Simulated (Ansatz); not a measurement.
`C[SiH](Br)Br` + `[CH3][AlH][O][SiH3]` → `C[SiH](C)Br` + `[SiH3][O][AlH][Br]`  (redistribution)

Program: Ansatz. Geometries: PBE0-D4/def2-TZVP. ΔE: electronic, gas phase. CCSD(T)/CBS adds triple-zeta CCSD(T) − MP2 to the extrapolated MP2 energy (def2 sets, frozen cores). Functionals use def2-TZVPP. For Br outer-core shells are correlated without core-valence functions, which leaves a few kJ/mol of doubt a bond. Scalar relativity is left out up to krypton. One conformer a species, not always the lowest.

CCSD(T)/CBS gives -75.1 kJ/mol.

Another level gave -74.9 kJ/mol. Which?
A. LC-ωPBE/def2-TZVPP
B. LDA (SPW92)/def2-TZVPP
C. HF/def2-TZVPP
D. CCSD/def2-TZVPP

A. LC-ωPBE -74.9, LDA (SPW92) -68.1, HF/def2-TZVPP -86.5, CCSD/def2-TZVPP -79.0 kJ/mol.

What do rigid-rotor, harmonic-oscillator terms from PBE0-D4/def2-TZVP frequencies (298.15 K, 1 bar) make of the CCSD(T)/CBS value? (An estimate is asked.)

Ansatz gave: ΔZPE = +4.1 kJ/mol, ΔH = -72.4 kJ/mol, ΔS = -21 J/(mol·K), ΔG = -66.1 kJ/mol. Modes under 50 cm⁻¹ make the entropy rough.

Largest T1 diagnostic among the species: 0.011.

At CCSD(T), def2-SVP lies −7.9 kJ/mol from the extrapolated value and def2-TZVPP −2.5 kJ/mol. Leaving LDA and LC-ωPBE aside and taking each functional with its dispersion term where it has one, the values, not all of them listed here, spread over 9.9 kJ/mol, from BHLYP-D4 to revPBE-D4. From PBE to PBE0 (25 % exact exchange), in def2-TZVPP and without D4, ΔE moves by −4.7 kJ/mol.
